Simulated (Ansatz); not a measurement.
## Ag⁺ ··· GeH₄

The pair of Ag⁺ (SMILES [Ag+], atom 1) and GeH₄ (SMILES [GeH4], atoms 2–6), both closed shells, in one local arrangement (a lower one may exist), relaxed at PBE0-D4/def2-TZVP:

Ag1  (0.144, -0.144, -2.306)
Ge2  (-0.035, 0.107, 0.560)
H3  (-1.386, -0.255, 1.156)
H4  (0.041, -0.962, -0.702)
H5  (1.225, -0.269, 1.324)
H6  (0.011, 1.524, -0.031)
(Å)

Ansatz 0.2.0; basis: def2-TZVPPD, with def2-QZVPPD for the basis limit; cores frozen in the correlated methods. Filled d shells of the heavier atoms are correlated. Core potentials replace the inner electrons of the atoms past krypton. The def2 sets are not built for correlating such inner shells, so the correlated values are less sure here. B3LYP uses VWN-RPA correlation. Extrapolation: Hartree–Fock as exp(−7.88 √X), correlation as X^−2.97. Interaction energies count from these two fragments, frozen as in the pair, with the counterpoise correction; negative means bound.

(1) What is the interaction energy by CCSD(T) at an estimated basis limit (MP2 extrapolated from triple and quadruple zeta, plus CCSD(T) − MP2 in triple zeta)? (To be estimated.)

(2) Which atoms make the shortest contact between the fragments?

T1 diagnostic: at most 0.013.

## Answers

(1) Computed: -30.15 kcal/mol. Hartree–Fock alone gives -13.60 kcal/mol at the basis limit. It counts from the two fragments frozen as in the pair.

The same quantity by other methods in triple zeta, and each one's difference from that estimate:
| method | E_int (kcal/mol) | difference |
| --- | --- | --- |
| PBE-D4 | -37.23 | -7.08 |
| revPBE-D4 | -33.14 | -2.99 |
| BLYP-D4 | -35.35 | -5.20 |
| r2SCAN-D4 | -36.01 | -5.86 |
| B97M-V | -32.11 | -1.96 |
| PBE0-D4 | -32.17 | -2.02 |
| B3LYP-D4 | -32.11 | -1.96 |
| HSE06-D4 | -32.18 | -2.03 |
| wB97X-V | -28.92 | 1.23 |
| wB97M-V | -29.20 | 0.95 |
| B2PLYP | -29.21 | 0.93 |
| HF | -13.22 | 16.93 |
| MP2 | -28.46 | 1.69 |
| CCSD | -24.44 | 5.71 |
| CCSD(T) | -26.22 | 3.92 |
Differences are method less estimate.

(2) Ag1 and H4, 1.80 Å apart.

Energy to bend the free fragments (PBE0-D4 minima) into their shapes in the pair, CCSD(T)/def2-TZVPPD: GeH₄ 5.12 kcal/mol. This must be added to the interaction energy to get the binding energy from relaxed fragments.

Basis-set superposition shift (counterpoise-corrected less uncorrected): CCSD(T) 2.49; MP2 2.40; HF 0.13; PBE0-D4 0.12; wB97M-V 0.15 kcal/mol.

For scale, one of the runs: CCSD(T)/def2-TZVPPD, 178 basis functions, launched by `ansatz run in.yaml --threads 4 --pin off --events-out ev --progress --plain --max-ram 9574MiB`. Time: 63 s of wall clock on 4 CPU threads of an Arm Neoverse V1; the host was shared. Peak host memory: 1.9 GiB.
